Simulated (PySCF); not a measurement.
# Strontium: a sound run and one with changed settings

Sound run: Sr⁺ [Kr] 5s1, Sr²⁺ [Kr]. All numbers are calculated (PySCF 2.14, scalar relativity by spin-free X2C-1e, in aug-cc-pVDZ-X2C). The sound run starts from symmetry-adapted Hartree-Fock orbitals and uses a fine grid where one is needed.

Changed run: initial guess atom, at most 50 SCF cycles, level shift 2.0 hartree.

```tsv
species	method	sound run (hartree)	changed run (hartree)	converged
Sr⁺	UHF	-3177.17025	-3177.17025	no
Sr⁺	M06-2X	-3179.24501	-3179.24501	no
Sr⁺	BP86	-3179.43104	-3179.43104	no
Sr²⁺	UHF	-3176.78659	-3176.78659	yes
Sr²⁺	M06-2X	-3178.84247	-3178.84247	yes
Sr²⁺	BP86	-3179.02049	-3179.02049	yes
```

A level shift slows the SCF but leaves a converged energy unchanged.
